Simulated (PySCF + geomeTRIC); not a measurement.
Level of theory: r2SCAN-D4/def2-TZVP run with PySCF + geomeTRIC. fastk is a local helper that only speeds up exchange builds. No frequencies were computed at this level.

```python
import json, numpy as np
from pyscf import gto, dft
from fastk import lowrank_exchange
atoms = """
F      1.972814     0.992061     0.066790
Si     1.003452    -0.229810    -0.413781
Si    -1.003459     0.229823     0.413794
F     -1.972811    -0.992068    -0.066753
H      1.846365    -1.330699     0.072905
H     -1.846360     1.330694    -0.072955
"""
def scf(charge, spin, dm0=None):
    mol = gto.M(atom=atoms, basis='def2-tzvp', ecp={}, charge=charge, spin=spin, verbose=3, max_memory=3780)
    mf = dft.KS(mol, xc='r2scan').density_fit(auxbasis="def2-universal-jkfit")
    mf.disp = 'd4'
    mf.grids.level = 4
    mf.conv_tol = 1e-8
    mf.max_cycle = 60
    mf.kernel(dm0)
    if not mf.converged:
        mf = mf.newton().run(mf.mo_coeff, mf.mo_occ).undo_soscf()
    return mf
mf = scf(0, 0)
from pyscf.geomopt.geometric_solver import kernel as optimize
path = []
done, mol = optimize(mf, maxsteps=80, assert_convergence=False, callback=lambda env: path.append((env["energy"], bool(env["g_scanner"].converged))))
res = dict(converged=bool(done and path[-1][1]), energy=path[-1][0], path=[e for e, c in path], xyz=mol.atom_coords(unit="Angstrom").tolist(), nao=mol.nao)
json.dump(res, open("result.json", "w"))
```

Output:

```
converged SCF energy = -779.886191603609
Geometry optimization cycle 1
converged SCF energy = -779.886191588751
cycle 1: E = -779.886191589  dE = -779.886  norm(grad) = 0.0518921
Geometry optimization cycle 2
converged SCF energy = -779.894010103639
cycle 2: E = -779.894010104  dE = -0.00781851  norm(grad) = 0.025006
Geometry optimization cycle 3
converged SCF energy = -779.89522632872
cycle 3: E = -779.895226329  dE = -0.00121623  norm(grad) = 0.00869512
Geometry optimization cycle 4
converged SCF energy = -779.895391726658
cycle 4: E = -779.895391727  dE = -0.000165398  norm(grad) = 0.00141232
Geometry optimization cycle 5
converged SCF energy = -779.895399040537
cycle 5: E = -779.895399041  dE = -7.31388e-06  norm(grad) = 0.000478623
Geometry optimization cycle 6
converged SCF energy = -779.895399609135
cycle 6: E = -779.895399609  dE = -5.68598e-07  norm(grad) = 0.000171779
Geometry optimization cycle 7
converged SCF energy = -779.895399123814
cycle 7: E = -779.895399124  dE = 4.8532e-07  norm(grad) = 0.000374786
<class 'geometric.internal.Distance'> : 5
<class 'geometric.internal.Angle'> : 6
<class 'geometric.internal.Dihedral'> : 4
<class 'geometric.internal.TranslationX'> : 1
<class 'geometric.internal.TranslationY'> : 1
<class 'geometric.internal.TranslationZ'> : 1
<class 'geometric.internal.RotationA'> : 1
<class 'geometric.internal.RotationB'> : 1
<class 'geometric.internal.RotationC'> : 1
Step    0 : Gradient = 2.118e-02/3.253e-02 (rms/max) Energy = -779.8861915888
Step    1 : Displace = 8.408e-02/8.837e-02 (rms/max) Trust = 1.000e-01 (=) Grad = 1.021e-02/1.471e-02 (rms/max) E (change) = -779.8940101036 (-7.819e-03) Quality = 1.117
Step    2 : Displace = 3.654e-02/4.943e-02 (rms/max) Trust = 1.414e-01 (+) Grad = 3.550e-03/4.892e-03 (rms/max) E (change) = -779.8952263287 (-1.216e-03) Quality = 1.270
Step    3 : Displace = 1.510e-02/1.936e-02 (rms/max) Trust = 2.000e-01 (+) Grad = 5.766e-04/8.370e-04 (rms/max) E (change) = -779.8953917267 (-1.654e-04) Quality = 1.033
Step    4 : Displace = 3.052e-03/4.011e-03 (rms/max) Trust = 2.828e-01 (+) Grad = 1.954e-04/2.702e-04 (rms/max) E (change) = -779.8953990405 (-7.314e-06) Quality = 1.081
Step    5 : Displace = 1.440e-03/1.830e-03 (rms/max) Trust = 3.000e-01 (+) Grad = 7.013e-05/9.794e-05 (rms/max) E (change) = -779.8953996091 (-5.686e-07) Quality = 0.396
Step    6 : Displace = 9.169e-04/1.114e-03 (rms/max) Trust = 3.000e-01 (=) Grad = 1.530e-04/1.990e-04 (rms/max) E (change) = -779.8953991238 (+4.853e-07) Quality = -0.404
Converged! =D
```

Cost: very roughly 4 core-minutes.
